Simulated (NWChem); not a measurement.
System meant: NbOCl2F; SMILES [O]=[Nb]([F])([Cl])[Cl]

The following NWChem deck was run.

```
start job
memory heap 200 mb stack 900 mb global 1100 mb
geometry units angstroms noautoz
  Nb     0.248022     0.045816     0.000000
  O      0.951666     1.565093     0.000000
  F      1.621958    -1.194629     0.000000
  Cl    -1.034139    -0.126980     1.885382
  Cl    -1.034139    -0.126980    -1.885382
end
basis spherical
  Nb library def2-svp
  O library def2-svp
  F library def2-svp
  Cl library def2-svp
end
ecp
  Nb library def2-ecp
end
dft
  odft
  mult 2
  xc pbe0
  iterations 150
  mulliken
end
task dft energy
```

End of the output:

```
 Summary of "ao basis" -> "" (spherical)
 ------------------------------------------------------------------------------
       Tag                 Description            Shells   Functions and Types
 ---------------- ------------------------------  ------  ---------------------
 Nb                         def2-svp                11       31   5s3p2d1f
 O                          def2-svp                 6       14   3s2p1d
 F                          def2-svp                 6       14   3s2p1d
 Cl                         def2-svp                 8       18   4s3p1d

                                 NWChem DFT Module
                                 -----------------

 Summary of "ao basis" -> "ao basis" (spherical)
 ------------------------------------------------------------------------------
       Tag                 Description            Shells   Functions and Types
 ---------------- ------------------------------  ------  ---------------------
 Nb                         def2-svp                11       31   5s3p2d1f
 O                          def2-svp                 6       14   3s2p1d
 F                          def2-svp                 6       14   3s2p1d
 Cl                         def2-svp                 8       18   4s3p1d

      Symmetry analysis of basis
      --------------------------

        a'         59
        a"         36

  number of electrons :                   64
  multiplicity        :                    2
 ------------------------------------------------------------------------
  no. of electrons and multiplicity not compatible                  64
 ------------------------------------------------------------------------
 ------------------------------------------------------------------------
  current input line :
    26: task dft energy
 ------------------------------------------------------------------------
 ------------------------------------------------------------------------
 There is an error in the input file
 ------------------------------------------------------------------------
 For more information see the NWChem manual at https://nwchemgit.github.io

0: no. of electrons and multiplicity not compatible:Received an Error in Communication
```

Find the fault in this run and fix the input.

The input was rejected before any calculation. Cause: the multiplicity doesn't fit the number of electrons (an even count wants an odd multiplicity, and the reverse). This input runs:
```
start job
memory heap 200 mb stack 900 mb global 1100 mb
geometry units angstroms noautoz
  Nb     0.248022     0.045816     0.000000
  O      0.951666     1.565093     0.000000
  F      1.621958    -1.194629     0.000000
  Cl    -1.034139    -0.126980     1.885382
  Cl    -1.034139    -0.126980    -1.885382
end
basis spherical
  Nb library def2-svp
  O library def2-svp
  F library def2-svp
  Cl library def2-svp
end
ecp
  Nb library def2-ecp
end
dft
  xc pbe0
  iterations 150
  mulliken
end
task dft energy
```
It converges to -1151.79622 Ha (PBE0/def2-SVP with def2 effective core potentials on Nb).
